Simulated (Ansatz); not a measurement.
K₄H₄. Total charge 0; singlet. Geometry r2SCAN-D4/def2-SVP, basis def2-TZVP, Ansatz.

```xyz
8

K     0.924    1.628    3.067
K     0.998    0.946   -1.175
K    -1.033   -1.621   -3.186
K    -1.116   -1.271    0.639
H    -1.654    0.225   -1.634
H     1.780    2.204    0.821
H    -0.600   -0.309    2.873
H     0.701   -1.802   -1.404
```

```
run  HOMO (eV)  LUMO (eV)
  A      -3.83      -0.60
  B      -6.44      -0.40
  C      -4.33      -0.88
  D      -3.36      -1.37
  E      -3.44      -0.70
```

Another isomer (singlet) lies 0.84 eV lower at PBE0-D4/def2-TZVP; other spin states weren't run for this one.

Task: The runs used PBE, PBE0, r2SCAN, r2SCANh, ωB97M-V. Estimate which is which.

Result: A r2SCANh (10 % exact exchange); B ωB97M-V (range-separated); C PBE0 (25 % exact exchange); D PBE (0 % exact exchange); E r2SCAN (0 % exact exchange). Exact exchange lowers occupied and raises empty levels; among semilocal functionals meta-GGAs tend to open the gap a little, and such runs are hard to tell apart. The gap grows from 1.99 eV (PBE) to 6.04 eV (ωB97M-V).
